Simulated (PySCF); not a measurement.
C2H10O2Si2, SMILES OC[SiH]([SiH3])CO. Atoms are numbered in the order given.

```xyz
16

O      1.0368     2.4982    -0.0820
C     -0.1677     1.9014    -0.5629
Si     0.0043    -0.0025    -0.5542
Si     1.0032    -0.4887     1.5132
C     -1.6222    -0.9867    -0.7499
O     -1.3876    -2.3880    -0.6905
H      1.7471     2.2617    -0.6937
H     -0.4673     2.3046    -1.5525
H     -0.9630     2.2001     0.1415
H      0.9453    -0.4021    -1.6517
H      0.3074     0.2706     2.5979
H      2.4584    -0.1545     1.5338
H      0.8713    -1.9501     1.8316
H     -2.0586    -0.7839    -1.7432
H     -2.3817    -0.6513    -0.0114
H     -1.0175    -2.5892     0.1797
```
Charge 0, spin multiplicity 1.

Geometry: r2SCAN-D4/def2-SVP. This is a generated structure with no PubChem entry under its InChIKey; it may be hypothetical. One conformer was computed; it need not be the lowest.

All values below come from r2SCAN/def2-TZVP (PySCF).

The molecule is in vacuum.

Computed frontier levels, gap, dipole moment and polarisability:
| Property | Result |
|---|---|
| highest occupied level | -6.10 eV |
| lowest empty level | -0.65 eV |
| orbital gap | 5.45 eV |
| dipole moment | 0.93 D |
| quadrupole, principal values (traceless, Buckingham form, about the centre of nuclear charge) | -15.54, 5.86, 9.68 D·Å |
| mean static polarisability | 92.0 bohr³ (13.63 Å³) |
| polarisability, principal values | 78.9, 96.7, 100.3 bohr³ |
